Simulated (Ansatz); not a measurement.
C₂H₆BClO (`CCB(O)Cl`), 11 atoms. Charge 0, multiplicity 1. All runs use 4 threads of a server CPU on a shared host. Correlated methods freeze the cores.

Task: How many basis functions does each run have, and how long does it take in Ansatz? RKS ωB97M-V/def2-SVP energy; RKS ωB97M-V/def2-TZVPP energy and forces; RKS B3LYP-D4/def2-TZVPP energy and forces; RKS PBE0-D4/def2-TZVP frequencies; RHF-MP2/def2-QZVPP energy; RKS BHLYP-D4/def2-TZVPP energy; direct RPA on PBE orbitals/def2-TZVPP energy; RKS PBE0-D4/def2-TZVP relaxation (18 steps); RKS PBE0-D4/def2-QZVPP energy; RHF-CCSD(T)/def2-SVP energy; RKS ωB97M-V/def2-QZVPP energy; RKS PBE0-D4/def2-TZVPP energy. (Best estimate.)

Result: The calculation gave: Other jobs shared the machine, so times are rough.

| level | job | functions | wall time | peak host memory (GiB) |
| --- | --- | --- | --- | --- |
| RKS BHLYP-D4/def2-TZVPP | energy | 250 | 1.6 s | 0.65 |
| RKS PBE0-D4/def2-TZVPP | energy | 250 | 1.6 s | 0.62 |
| RKS ωB97M-V/def2-SVP | energy | 104 | 1.8 s | 0.34 |
| RKS B3LYP-D4/def2-TZVPP | energy and forces | 250 | 2.6 s | 0.74 |
| RHF-CCSD(T)/def2-SVP | energy | 104 | 2.7 s | 0.52 |
| direct RPA on PBE orbitals/def2-TZVPP | energy | 250 | 2.9 s | 0.64 |
| RKS PBE0-D4/def2-QZVPP | energy | 478 | 4.1 s | 1.7 |
| RKS ωB97M-V/def2-TZVPP | energy and forces | 250 | 5.5 s | 0.92 |
| RKS ωB97M-V/def2-QZVPP | energy | 478 | 9 s | 2 |
| RHF-MP2/def2-QZVPP | energy | 478 | 12 s | 3.1 |
| RKS PBE0-D4/def2-TZVP | relaxation (18 steps) | 197 | 31 s | 0.52 |
| RKS PBE0-D4/def2-TZVP | frequencies | 197 | 80 s | 0.54 |

B3LYP here is the variant with VWN-RPA as its local correlation; programs differ in this.
